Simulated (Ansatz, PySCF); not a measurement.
Species: GeF$_{3}$, net charge -1, singlet state. It need not be the lowest isomer of its formula. Whether it binds its extra electron was not tested at this geometry. 
Geometry from a B3LYP-D3(BJ)/def2-TZVP (Ansatz, an electronic-structure program) optimisation:
SMILES: [F][Ge-]([F])[F]
```xyz
4

Ge     0.1248    -0.1534     0.3892
F     -1.0354     1.2625     0.2493
F      1.3465     0.5027    -0.8140
F     -0.7548    -1.2196    -0.8192
```
Charge -1, spin multiplicity 1.

Total electronic energies in hartree. Correlated levels leave the core frozen unless marked. Spin-orbit coupling is left out. Frozen are the shells of the preceding noble gas and the d and f shells that filled before the atom's block. Non-relativistic. FCI takes restricted orbitals. CBS marks a two-point X^-3 extrapolation of the correlation energy; Hartree-Fock from the larger set. [CCSD(T)-MP2]/basis is that difference in the basis named.

```csv
level,program,energy (Eh)
HF/6-31G,Ansatz,-2373.46579
HF/cc-pVDZ,Ansatz,-2373.82135
PBE-D3(BJ)/def2-TZVPD,Ansatz + dftd3,-2376.29354
PBE0/STO-3G,Ansatz,-2347.66107
PBE0-D4/def2-TZVPD,Ansatz + dftd4,-2376.33249
PBE0/def2-TZVPD,Ansatz,-2376.33032
TPSSh-D4/def2-TZVPD,PySCF + dftd4,-2376.83020
M06-2X/def2-TZVPD,PySCF,[?]
HSE06/def2-TZVPD,Ansatz,[?]
LC-wPBE-D3(BJ)/def2-TZVPD,Ansatz + dftd3,[?]
RI-MP2/cc-pVTZ,Ansatz,-2374.88871
SCS-MP2/aug-cc-pVDZ,Ansatz,-2374.57717
CCSD(T)/6-31G,Ansatz,-2373.89912
FCI/STO-3G,Ansatz,-2345.83538
"RI-MP2/CBS(aug-cc-pVTZ,aug-cc-pVQZ)+[CCSD(T)-MP2]/aug-cc-pVTZ",Ansatz,-2375.1067
```

Q: Fill in the missing entries.

A: 
- M06-2X/def2-TZVPD, energy (Eh): -2376.78901
- HSE06/def2-TZVPD, energy (Eh): -2376.31892
- LC-wPBE-D3(BJ)/def2-TZVPD, energy (Eh): -2376.44470
